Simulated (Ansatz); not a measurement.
Constitutional and geometric isomers with formula H3B3. Isolated molecules, 0 K electronic values unless said otherwise. One relaxed conformer stands for each flexible species; it need not be the lowest. Strings in code marks are SMILES.

Quantity: electronic energy of isomers of H3B3 relative to `B1BB1`, in kJ/mol. The DFT solution of `B=BB` is unstable or spin-contaminated; the geometry comes from it. The restricted reference of `B=BB` and `B1BB1` is unstable towards unrestricted orbitals.

Case: `B=BB`. Geometry of `B=BB` (neutral, multiplicity 1, Å):

```xyz
6

B      1.8291    -0.0184     0.0031
B      0.2820    -0.0057     0.0025
B     -1.2856     0.0109    -0.0013
H      3.0064    -0.0278     0.0033
H     -1.9297    -0.7449     0.6740
H     -1.9021     0.7859    -0.6814
```

Q: Estimate the electronic energy of isomers of H3B3 relative to `B1BB1` that composite: frozen-core CCSD(T) with HF/cc-pVQZ and the correlation energy extrapolated as X^-3 from cc-pVTZ and cc-pVQZ, plus CCSDT(Q) minus CCSD(T) in cc-pVDZ // PBE0-D3(BJ)/def2-TZVP (Ansatz, an electronic-structure program) returns for this input.

A: 91.6 kJ/mol.
